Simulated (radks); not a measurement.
The numbers below are computed, except where a source is named.
Initial-state core-level shifts of the indium ion In3+ when its valence configuration changes from [Kr] 4d10. Level of theory: scalar-relativistic Kohn-Sham, PBE, spin-polarised, spherical densities, point nucleus; open shells are filled with parallel spins first (spin-orbit coupling, left out, can overturn this in heavy ions) (a radial shooting solver on a logarithmic mesh with Libxc functionals). Shifts are changes of the shell-averaged eigenvalues in eV (positive: less bound).

valence               2s       2p       3s       3d
4d8 5p2          -16.916  -16.866  -16.390  -16.499
4d9.5 5p0.5       -4.144   -4.133   -4.038   -4.061
4d9 5s1           -7.018   -6.999   -6.765   -6.817
4d8 5s2          -14.458  -14.421  -13.883  -13.998
4d9 5p1           -8.348   -8.325   -8.120   -8.169
4d7 5s1 5p2      -24.475  -24.404  -23.554  -23.738
4d9.5 5s0.5       -3.468   -3.458   -3.349   -3.374
4d8.5 5p1.5      -12.606  -12.569  -12.237  -12.315
4d7.5 5s1 5p1.5  -20.031  -19.973  -19.304  -19.451
